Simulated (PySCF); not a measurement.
**Multinuclear NMR of 1,2-Dihydro-1,2-Azaborine**

Molfile (atoms numbered from 1):
```
C4H6BN
     RDKit          3D

 12 12  0  0  0  0  0  0  0  0999 V2000
    0.9674    0.7997   -0.7551 B   0  0  0  0  0  0  0  0  0  0  0  0
   -0.0366    1.4310    0.1751 C   0  0  0  0  0  0  0  0  0  0  0  0
   -0.9108    0.6217    0.8494 C   0  0  0  0  0  0  0  0  0  0  0  0
   -0.8976   -0.7854    0.6971 C   0  0  0  0  0  0  0  0  0  0  0  0
    0.0013   -1.3722   -0.1383 C   0  0  0  0  0  0  0  0  0  0  0  0
    0.8936   -0.6267   -0.8346 N   0  0  0  0  0  0  0  0  0  0  0  0
    1.7954    1.3539   -1.4157 H   0  0  0  0  0  0  0  0  0  0  0  0
   -0.1009    2.5019    0.3386 H   0  0  0  0  0  0  0  0  0  0  0  0
   -1.6471    1.0458    1.5281 H   0  0  0  0  0  0  0  0  0  0  0  0
   -1.5991   -1.4067    1.2379 H   0  0  0  0  0  0  0  0  0  0  0  0
    0.0369   -2.4464   -0.2775 H   0  0  0  0  0  0  0  0  0  0  0  0
    1.5248   -1.1403   -1.4288 H   0  0  0  0  0  0  0  0  0  0  0  0
  1  2  1  0
  2  3  2  0
  3  4  1  0
  4  5  2  0
  5  6  1  0
  6  1  1  0
  1  7  1  0
  2  8  1  0
  3  9  1  0
  4 10  1  0
  5 11  1  0
  6 12  1  0
M  END
```

Theoretical values (PySCF 2.14.0 with density-fitted response routines): shieldings: GIAO B97-2/pcSseg-2, structure optimised with PBE0-D3(BJ)/def2-TZVP. One computed conformer, in vacuum, non-relativistic.

Question: Predict the ¹¹B NMR data.

Answer: 
```tsv
atoms	environment	σ (ppm)	δ (ppm)
B1	boron bonded to C, N, H, in a 6-membered ring	71.7	28.2
```

Shieldings were converted by a linear fit to measured shifts: ¹¹B (scatter 2.4 ppm rms, 9.8 ppm with the 3 outliers that the fit left out vs BF3·OEt2, solution or neat liquid). Occasional misses reach two or three times the rms, and more in compound classes unlike the fitted ones.

On a 500 MHz spectrometer ¹¹B resonates near 160.4 MHz, so 1 ppm is 160.4 Hz.

Question: Where does ¹⁵N resonate?

Answer: 
```tsv
atoms	environment	σ (ppm)	δ (ppm)
N6	enamine nitrogen	82.9	-226.0
```

Shieldings were converted by a linear fit to measured shifts: ¹⁵N: δ = -149.73 − 0.920σ (rms 6.4 ppm, 44 shifts vs CH3NO2, solution or neat liquid). Occasional misses reach two or three times the rms, and more in compound classes unlike the fitted ones.

On a 600 MHz spectrometer ¹⁵N resonates near 60.8 MHz, so 1 ppm is 60.8 Hz.
